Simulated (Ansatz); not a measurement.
`C[O][Sc]([F])[F]` and `[F][Sc]([F])[F]` differ in one atom or group.

Ansatz, PBE0-D4/def2-TZVP geometries, multiplicity 1. Each molecule was computed in one conformer, which needn't be the lowest.

Scalar relativity is left out up to krypton.

| property | `C[O][Sc]([F])[F]` |
| --- | --- |
| size of the dipole moment (ωB97M-V/def2-TZVPP) / D | 2.47 |
| HOMO energy (PBE0/def2-TZVPP) / eV | -8.33 |
| LUMO energy (B3LYP/def2-TZVPP) / eV | -2.50 |
| LUMO energy (ωB97M-V/def2-TZVPP) / eV | -0.59 |
| HOMO energy (ωB97M-V/def2-TZVPP) / eV | -10.74 |
| ideal-gas entropy at 298 K and 1 bar (rigid rotor, harmonic PBE0-D4/def2-TZVP) / J/(mol·K) | 379 |

Problem. What does the change do to each property? (Estimate.)

Solution. Ansatz gave: 
```json
{"property": "size of the dipole moment (ωB97M-V/def2-TZVPP) / D", "`[F][Sc]([F])[F]`": "0.00", "shift": "-2.47"}
{"property": "HOMO energy (PBE0/def2-TZVPP) / eV", "`[F][Sc]([F])[F]`": "-11.22", "shift": "-2.89"}
{"property": "LUMO energy (B3LYP/def2-TZVPP) / eV", "`[F][Sc]([F])[F]`": "-3.06", "shift": "-0.56"}
{"property": "LUMO energy (ωB97M-V/def2-TZVPP) / eV", "`[F][Sc]([F])[F]`": "-1.03", "shift": "-0.44"}
{"property": "HOMO energy (ωB97M-V/def2-TZVPP) / eV", "`[F][Sc]([F])[F]`": "-13.75", "shift": "-3.01"}
{"property": "ideal-gas entropy at 298 K and 1 bar (rigid rotor, harmonic PBE0-D4/def2-TZVP) / J/(mol·K)", "`[F][Sc]([F])[F]`": "300", "shift": "-79"}
```

With PBE0 the HOMO falls by 2.89 eV and the LUMO falls by 0.52 eV, so the gap widens by about 2.37 eV. PBE moves the HOMO by -2.44 eV and ωB97M-V by -3.01 eV. The zero-point energy changes by -103.5 kJ/mol with -12 modes. Modes under 60 cm⁻¹, often nearly free rotors, make the harmonic entropy too high.

B3LYP here is the variant with VWN-RPA as its local correlation; programs differ in this.
